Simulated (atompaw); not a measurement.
**Cutoff test, In (Z = 49), PAW (atompaw)**

atompaw 4.2.0.5 input, output lines left out:

```
In 49
LDA-PW scalarrelativistic loggrid 1500 logderivrange -3 5 201
5 5 4 0 0 0
5 1 1
0 0 0
c
c
c
c
v
c
c
c
v
c
v
2
2.65 2.50 2.50 2.00
y
0.15
n
y
3.45
n
y
-0.75
n
custom rrkj vanderbiltortho besselshape
bessel
2.45
2.45
2.65
2.65
1.10
2.65
```

The pseudo-atom Hamiltonian at the reference potential is diagonalised in spherical Bessel functions j_l(qr) that vanish at 20 bohr, with q² up to the cutoff. All-electron valence levels (Ry): 5s -0.6234, 5p -0.1983, 4d -1.3757.

Problem. How do the lowest levels (Ry) of each channel move with the cutoff, and are there ghosts?

Solution.

| cutoff (Ry) | s #1 | p #1 | p #2 | d #1 | f #1 | f #2 | Σ f·Δε (mRy) |
| --- | --- | --- | --- | --- | --- | --- | --- |
| 8 | -0.6233 | -0.1982 | 0.0271 | 0.0393 | 0.1022 | 0.2229 | 14151.4 |
| 15 | -0.6234 | -0.1983 | 0.0271 | -0.1461 | 0.1022 | 0.2229 | 12297.3 |
| 30 | -0.6234 | -0.1983 | 0.0271 | -1.1734 | 0.1022 | 0.2229 | 2024.3 |
| 45 | -0.6234 | -0.1983 | 0.0271 | -1.2394 | 0.1022 | 0.2229 | 1364.7 |
| 70 | -0.6234 | -0.1983 | 0.0271 | -1.3659 | 0.1022 | 0.2229 | 99.1 |
| 100 | -0.6234 | -0.1983 | 0.0271 | -1.3751 | 0.1022 | 0.2229 | 7.6 |
| 160 | -0.6234 | -0.1983 | 0.0271 | -1.3757 | 0.1022 | 0.2229 | 1.0 |
| 230 | -0.6234 | -0.1983 | 0.0271 | -1.3758 | 0.1022 | 0.2229 | 0.3 |
| 400 | -0.6234 | -0.1983 | 0.0271 | -1.3758 | 0.1022 | 0.2229 | 0.0 |

Result: no extra level below or beside the all-electron valence levels (s, p, d, f tested); 10 mRy is reached at 90 Ry and 1 mRy at 180 Ry.
